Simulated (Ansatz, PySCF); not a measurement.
System: H3Si (cation, charge +1), singlet: umbrella (inversion) coordinate, bond length relaxed. Scanned: angle between the Si-H bonds and the threefold axis (90 = planar). Other coordinates (Si-H bond length) were minimised at B3LYP/def2-TZVP.

Cartesian coordinates as functions of the variables (Å; names that start with a are angles):
```
Si  0  0  0
H  r*sin(a)*cos(0*2*pi/3+0)  r*sin(a)*sin(0*2*pi/3+0)  0+r*cos(a)
H  r*sin(a)*cos(1*2*pi/3+0)  r*sin(a)*sin(1*2*pi/3+0)  0+r*cos(a)
H  r*sin(a)*cos(2*2*pi/3+0)  r*sin(a)*sin(2*2*pi/3+0)  0+r*cos(a)
```

Methods: CCSDT/cc-pVTZ = CCSDT on RHF/cc-pVTZ, frozen core (Ansatz, an electronic-structure program); RHF/aug-cc-pVQZ (Ansatz); RKS-B3LYP/6-31G* = restricted B3LYP/6-31G*, spherical d in PySCF; CAM-B3LYP/def2-TZVP (PySCF); CCSDT(Q)/cc-pVTZ = CCSDT(Q) on RHF/cc-pVTZ, frozen core run with Ansatz; CCSD(T)/aug-cc-pVQZ = CCSD(T) on RHF/aug-cc-pVQZ, frozen core run with Ansatz.

Energies in kJ/mol, each method relative to its own lowest point.

```
a / °   CCSDT/cc-pVTZ  RHF/aug-cc-pVQZ  RKS-B3LYP/6-31G*  CAM-B3LYP  CCSDT(Q)/cc-pVTZ  CCSD(T)/aug-cc-pVQZ
------  -------------  ---------------  ----------------  ---------  ----------------  -------------------
90                0.0              0.0               0.0        0.0               0.0                  0.0
93.90             3.5              3.9               3.4        3.5               3.5                  3.4
96.90            10.9             12.3              10.7       10.9              10.9                 10.8
99.90            22.5             25.4              22.0       22.5              22.5                 22.2
102.90           38.2             43.2              37.5       38.3              38.2                 37.8
105.90           58.2             66.0              57.2       58.5              58.1                 57.6
108.90           82.4             93.7              81.3       83.1              82.4                 81.7
111.90          111.0            126.5             109.9      112.2             110.9                110.1
114.90          144.0            164.7             143.2      146.1             143.9                142.9
117.90          181.6            208.3             181.4      184.9             181.5                180.4
120.90          223.9            257.8             224.8      228.9             223.9                222.5
123.90          271.1            313.3             273.8      278.5             271.0                269.5
126.90          323.4            375.3             328.9      333.8             323.2                321.6
129.90          380.8            444.1             390.5      395.6             380.6                379.0
132             424.2            496.6             437.9      442.8             423.9                422.3
```
